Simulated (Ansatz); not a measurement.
Basis sets compared for Si₆O₁₉H₁₄, a hydroxylated oxide cluster. Charge 0, multiplicity 1. Geometry PBE-D4/def2-SVP. Ansatz on 4 threads of AMD EPYC 7R13 on a shared host and a share (37 GiB) of an NVIDIA H100 80GB HBM3; times are rough, and most runs start from earlier orbitals.

Cartesian coordinates in Å:
```
Si -0.5237 -0.5008 1.1085
Si 1.8773 1.2035 -0.0022
Si -2.7693 0.2990 -0.7256
Si 1.0109 -3.0375 0.4222
Si -0.5873 1.9322 2.8863
Si -0.7819 -0.4568 -3.0420
O -0.1495 -1.7855 -2.2278
O 2.0319 -2.2027 -0.6302
O 0.2847 -1.8936 1.4188
O 1.8107 -4.0256 1.4825
O -0.0401 -3.8919 -0.5093
O 0.4337 0.4812 -3.6442
O 2.1391 1.4208 -1.6296
O 1.8858 2.6857 0.7467
O 3.0765 0.1594 0.5511
O 0.4042 0.4891 0.1198
O -1.7664 -1.0140 -4.2578
O -1.7928 0.4191 -2.0613
O -3.0772 1.7587 -0.0349
O -1.9739 -0.7029 0.3846
O -4.2124 -0.4023 -1.1213
O -0.6930 0.3115 2.5627
O -0.9672 2.8339 1.5316
O 1.0197 2.3227 3.2467
O -1.5137 2.3295 4.1885
H 0.7890 -1.7189 -1.9146
H 2.5910 -1.5018 -0.2173
H 2.0064 -4.9063 1.1178
H -0.3705 -3.3305 -1.2572
H 1.0278 0.8875 -2.9722
H 2.9205 1.9456 -1.8762
H 1.8431 2.6773 1.7405
H 3.1543 0.0628 1.5175
H -1.3221 -1.6018 -4.8924
H -2.3425 2.2106 0.4412
H -4.2220 -0.7431 -2.0331
H -0.1709 3.0580 0.9971
H 1.2003 2.5217 4.1827
H -2.2302 1.7062 4.4023
```

Single mean-field runs in def2-SVP, def2-TZVP are fitted with def2-universal-jkfit.

Binding counts from free atoms (Si triplet, O triplet, H doublet) in the same basis, without a counterpoise term.

```tsv
level	functions	energy (Eh)	HOMO (eV)	LUMO (eV)	binding per atom (eV)	wall time
PBE-D4/def2-SVP	444	-3171.9082	-6.71	-1.27	4.75	3.7 s
PBE0-D4/def2-SVP	444	-3172.0689	-8.60	-0.38	4.59	4.2 s
```

(1) Estimate the rows for PBE-D4/def2-TZVP, PBE0-D4/def2-TZVP (with forces).

Results:

(1) 
```
                          level  functions  energy (Eh)  HOMO (eV)  LUMO (eV)  binding per atom (eV)  wall time
               PBE-D4/def2-TZVP        895   -3174.3828      -7.10      -1.74                   4.79      7.5 s
PBE0-D4/def2-TZVP (with forces)        895   -3174.5304      -8.87      -0.85                   4.65      9.5 s
```
